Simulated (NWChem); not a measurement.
GaH$_{3}$O$_{2}$; SMILES [OH][GaH][OH]

Program: NWChem. Geometry: optimised at PBE-D3(BJ)/def2-SVP. One conformer.

Isotropic polarisabilities at PBE0/def2-SVPD: 37.21 bohr³ (static) and 37.60 bohr³ at ω = 0.0428 Ha (1065 nm).

Q: Fit one effective oscillator, α(ω) = α(0)/(1 − ω²/ω₀²), predict α at ω = 0.1139 Ha (400 nm) and compare with a run.

A: 
1. 1 − α(0)/α(ω) = 0.0104 = (ω/ω₀)², so ω₀ = 0.420 Ha = 11.4 eV.
2. At the second frequency, (ω/ω₀)² = 0.073 and α = 40.2 bohr³.
3. The run gives 40.3 bohr³, a difference of 0.3 %.
